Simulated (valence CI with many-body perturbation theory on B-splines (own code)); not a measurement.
## How close is CI+MBPT for Zr+?

Calculated by relativistic CI+MBPT: three valence electrons over a frozen Dirac-Fock core [Kr], radial functions for each j: 9 s, 9 p, 10 d, 8 f, 5 g, 3 h, 1 i, with the one-electron correlation potential Σ1 (screened to all orders), the two-electron term Σ2, the three-electron term Σ3, Breit, model QED; selected single and double excitations, second order for the rest (own B-spline code, finite nucleus).

Against 26 measured levels this calculation errs by 278 cm⁻¹ on average and by 664 at most. These come from a selection out of the NIST Handbook of Basic Atomic Spectroscopic Data. Levels without a partner in it may be off by more, other configurations by 1,000 to 4,000 cm⁻¹.

Measured levels: NIST Handbook of Basic Atomic Spectroscopic Data (Sansonetti and Martin, J. Phys. Chem. Ref. Data 34, 1559 (2005)). Pairs share parity and J, and are chosen by configuration, term and nearness in energy; levels without a clear partner are left out. Energies in cm⁻¹ above the measured ground level. The last column is blank where CI alone has no clear partner.

Names give the largest LS component (configuration and term), which can be under half, so a name can repeat, a term be missing and a line seem to break the LS rules; names also repeat where a configuration has a term twice. Letters in brackets count levels of one name in rising energy.

```
    Computed label   Label in the source  Measured  Computed  Difference  CI alone, difference
     4d2 5s 4F_3/2     4d2(a 3F) 5s a 4F         0       0.0           0                     0
     4d2 5s 4F_5/2     4d2(a 3F) 5s a 4F     314.7     314.2           0                   -65
     4d2 5s 4F_7/2     4d2(a 3F) 5s a 4F     763.4     762.6          -1                  -161
     4d2 5s 4F_9/2     4d2(a 3F) 5s a 4F    1322.7    1323.3          +1                  -282
        4d3 4F_3/2              4d3 b 4F    2572.4    1922.5        -650                 +5802
        4d3 4F_5/2              4d3 b 4F    2895.1    2235.7        -659                 +5702
        4d3 4F_7/2              4d3 b 4F    3299.7    2635.6        -664                 +5594
        4d3 4F_9/2              4d3 b 4F    3757.7    3097.2        -661                 +5477
     4d2 5s 2D_3/2     4d2(a 1D) 5s a 2D    4248.2    4356.6        +108                      
     4d2 5s 2D_5/2     4d2(a 1D) 5s a 2D    4505.5    4638.0        +132                 -1824
        4d3 2P_1/2     4d2(a 3P) 5s a 2P    5724.1    5580.6        -144                 +2049
     4d2 5s 2F_5/2     4d2(a 3F) 5s a 2F    5752.9    5732.4         -20                  -723
        4d3 2P_3/2     4d2(a 3P) 5s a 2P    6111.5    5986.7        -125                      
     4d2 5s 2F_7/2     4d2(a 3F) 5s a 2F    6467.5    6431.8         -36                  -762
    4d2 5p 4G°_5/2    4d2(a 3F) 5p z 4G°   27983.9   27773.6        -210                      
    4d2 5p 4G°_7/2    4d2(a 3F) 5p z 4G°   28908.9   28669.6        -239                      
4d2 5p 2D°_3/2 [a]    4d2(a 3F) 5p z 4F°   29777.6   29532.5        -245                      
    4d2 5p 4G°_9/2    4d2(a 3F) 5p z 4G°   29839.8   29584.9        -255                 -3661
    4d2 5p 4F°_5/2    4d2(a 3F) 5p z 4F°   30551.5   30269.1        -282                      
4d2 5p 2F°_7/2 [a]    4d2(a 3F) 5p z 2F°   30561.8   30380.1        -182                      
   4d2 5p 4G°_11/2    4d2(a 3F) 5p z 4G°   30795.6   30532.7        -263                 -3760
    4d2 5p 4F°_7/2    4d2(a 3F) 5p z 4F°   31249.3   30949.3        -300                      
    4d2 5p 4F°_9/2    4d2(a 3F) 5p z 4F°   31866.5   31559.9        -307                      
    4d2 5p 2G°_7/2    4d2(a 3F) 5p z 2G°   34485.3   34181.5        -304                 -2623
    4d2 5p 2G°_9/2    4d2(a 3F) 5p z 2G°   35185.4   34895.6        -290                 -2699
  4d 5s 5p 4F°_5/2  4d 5s(a 3D) 5p y 4F°   36868.9   37431.7        +563                      
4d2 5p 2F°_7/2 [b]    4d2(a 3P) 5p y 4D°   38041.3   37443.3        -598
```

Over 26 excited levels the mean absolute difference is 278 cm⁻¹, the median 250 and the largest 664. For the 15 levels that pair on every rung the mean is CI alone 2746, + Σ1 1168, + Σ2 193, + Σ3 209, + Breit 247, + QED 272. The comparison draws on a selection of the measured levels: 27 of the 68 computed ones have a partner in it, and others may be off by more.
